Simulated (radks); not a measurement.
Problem. The potassium ion K9+, [Ne]. All-electron calculation, non-relativistic Kohn-Sham, PBE, spin-polarised, spherical densities, point nucleus. Program: a radial shooting solver on a logarithmic mesh with Libxc functionals. Every spin shell is full or empty, so the densities are truly spherical. Functionals are evaluated on that one density, not self-consistently. Rank these orbital-free kinetic functionals by their error against the exact value of the orbitals, and give that value: Thomas-Fermi, TF + vW/5, LC94, APBEK, revAPBEK, Perdew 92, Thakkar, LKT, DePristo-Kress, Ernzerhof.

Solution. Exact: 570.951 hartree. From best to worst, with 100 (|E| - |E exact|)/|E exact| (equal figures are ties): Perdew 92 -0.13, Thakkar +0.26, LC94 +0.49, DePristo-Kress +0.51, APBEK +0.59, Ernzerhof +0.66, revAPBEK +0.95, TF + vW/5 +5.26, Thomas-Fermi -6.90, LKT +31.29.
